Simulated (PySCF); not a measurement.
# Diatomic anions of K with the alkali metals

r²SCAN with double-zeta basis sets in PySCF, for the lowest determinant that a PBE0 search found; no spin–orbit coupling. De refers to high-spin ground-configuration atoms (the charge goes to the atom of lower measured ionisation energy or higher electron affinity, which is not always the lowest computed limit). A positive dipole points towards K; it is taken about the centre of mass and depends on that origin.

| M | basis | charged atom | state (unpaired electrons) | Re (Å) | ωe (cm⁻¹) | De (eV) | μ (D) |
| --- | --- | --- | --- | --- | --- | --- | --- |
| Li | aug-pcseg-1 | Li− | doublet (σ ↑) | 3.877 | 129 | n/a | 4.22 |
| Na | aug-pcseg-1 | Na− | doublet (σ ↑) | 4.058 | 77.1 | 0.64 | 0.30 |
| K | def2-SVPD | K− | doublet (σ ↑) | 4.585 | 57.0 | 0.61 | n/a |
| Rb | def2-SVPD | K− | doublet (σ ↑) | 4.776 | 44.5 | 0.57 | -4.16 |
| Cs | def2-SVPD | K− | doublet (σ ↑) | 5.021 | 40.0 | 0.54 | -5.90 |

Task: By what factor does the harmonic wavenumber vary along the series?

Result: At r²SCAN it runs from 40.0 cm⁻¹ (CsK⁻) to 77.1 cm⁻¹ (KNa⁻), a factor of 1.93.

The rows differ in basis set, which adds steps of its own.

Down a group the atoms grow and get heavier, so bonds lengthen and wavenumbers fall; this series shows no clear exception.

Spin–orbit coupling is left out. For an ion De counts to the pair picked by the measured ionisation energies or electron affinities, which need not be the lowest pair at this level. The highest Kohn–Sham level is positive in some of these anions. Much of that is self-interaction error, but it also means that the finite basis helps to hold the extra electron. States were picked by a PBE0 search and need not be the measured ground states.
